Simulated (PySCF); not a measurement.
A GIAO shielding run with PySCF 2.14.0 with density-fitted response routines (density fitting, non-relativistic, gas phase) on SMILES CN[SiH2]C(N)=O, C2H8N2OSi:

```
$ OMP_NUM_THREADS=1 python probes_run.py task.json out

{"job": {"kind": "nmr", "xc": "BLYP", "basis": "pcSseg-1", "pop": false}, "charge": 0, "multiplicity": 1}
C     -1.576690     0.833534     0.690073
N     -0.618293     0.520024    -0.349165
Si    -0.080875    -1.109987    -0.653459
C      1.130496    -1.617227     0.756082
N      1.591050    -0.578949     1.499254
O      1.454934    -2.777329     0.928921
H     -1.356969     0.238020     1.590748
H     -2.628871     0.628292     0.413390
H     -1.510426     1.893217     0.987552
H     -0.681876     1.136522    -1.152337
H      0.648875    -1.093467    -1.954436
H     -1.168402    -2.135514    -0.691040
H      2.266314    -0.744976     2.237425
H      1.308732     0.365234     1.265916
```

Hardware: 1 thread of an Arm Neoverse V1, shared host.

Task: How large is the calculation?

Result: 56 electrons, 149 basis functions and 788 auxiliary functions.

Task: How long does it take, and how much memory does it need?

Result: 22 s of wall time, with 16 SCF cycles; peak memory 0.8 GiB. Times on a shared host scatter by some tens of per cent.

Task: And these other runs on the same molecule and hardware: GIAO shielding at B3LYP/pcSseg-1; GIAO shielding at B97-D/pcSseg-1; GIAO shielding at BP86/pcSseg-1; GIAO shielding at HF/pcSseg-1; GIAO shielding at KT2/pcSseg-1; GIAO shielding at KT3/pcSseg-1?

Result: B3LYP/pcSseg-1: 149 functions, 14 s; B97-D/pcSseg-1: 149 functions, 21 s; BP86/pcSseg-1: 149 functions, 21 s; HF/pcSseg-1: 149 functions, 7.1 s; KT2/pcSseg-1: 149 functions, 22 s; KT3/pcSseg-1: 149 functions, 22 s.
